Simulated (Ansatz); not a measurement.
`N#[C][SnH]([F])[F]` + `O[SiH3]` → `[F][SnH]([F])[O][SiH3]` + `C#N` at 500 K and 1 bar (ligand exchange at the Sn–C bond).

Isolated molecules relaxed with PBE0-D4/def2-TZVP in Ansatz; ΔE leaves out vibrations. CCSD(T)/CBS adds triple-zeta CCSD(T) − MP2 to the extrapolated MP2 energy (def2 sets, frozen cores). This one scheme is used for every species. Elements past krypton have def2 core potentials. For Sn outer-core shells are correlated without core-valence functions, which leaves a few kJ/mol of doubt a bond. Each species was taken in one conformer, which may not be the lowest.

| species | CCSD(T)/CBS energy (Eh) | H − E (kJ/mol) | S (J/(mol·K)) |
| --- | --- | --- | --- |
| `N#[C][SnH]([F])[F]` | -507.00240 | 89.7 | 401.7 |
| `O[SiH3]` | -366.69042 | 127.5 | 292.9 |
| `[F][SnH]([F])[O][SiH3]` | -780.38706 | 157.1 | 472.4 |
| `C#N` | -93.32098 | 60.1 | 220.8 |

H − E and S are ideal-gas, rigid-rotor, harmonic terms from PBE0-D4/def2-TZVP, for one conformer and one mirror image of each species. 1 Eh = 2625.50 kJ/mol, R = 8.31446 J/(mol·K).

**Question.** By hand: ΔE, ΔH, ΔS and ΔG.

**Answer.** ΔE = (-780.38706) + (-93.32098) − (-507.00240) − (-366.69042) = -0.01522 Eh = -40.0 kJ/mol. Δ(H − E) = 157.1 + 60.1 − 89.7 − 127.5 = 0.0, so ΔH = -40.0 kJ/mol. ΔS = 472.4 + 220.8 − 401.7 − 292.9 = -1.4 J/(mol·K). ΔG = -40.0 − 500 × (-1.4)/1000 = -39.3 kJ/mol.

**Question.** By hand: the equilibrium constant, and the temperature at which ΔG would vanish if ΔH and ΔS stayed fixed.

**Answer.** log₁₀ K = −ΔG/(RT ln 10) = 4.1. ΔG = 0 at ΔH/ΔS = 28571 K, far beyond where these terms or the molecules hold.

The number of gas molecules stays the same, so ΔS is small and ΔH decides. A doubt of 5 kJ/mol in ΔE shifts log₁₀ K by 0.5 here. Other conformers and mirror images would add mixing entropy, several J/(mol·K) or more a flexible species. Modes under 60 cm⁻¹, often nearly free rotors, make the harmonic entropy too high. These are equilibria of isolated gas molecules and say nothing of rates. Largest T1 diagnostic: 0.015 (customary marks: 0.02 for closed shells, 0.045 for open ones).
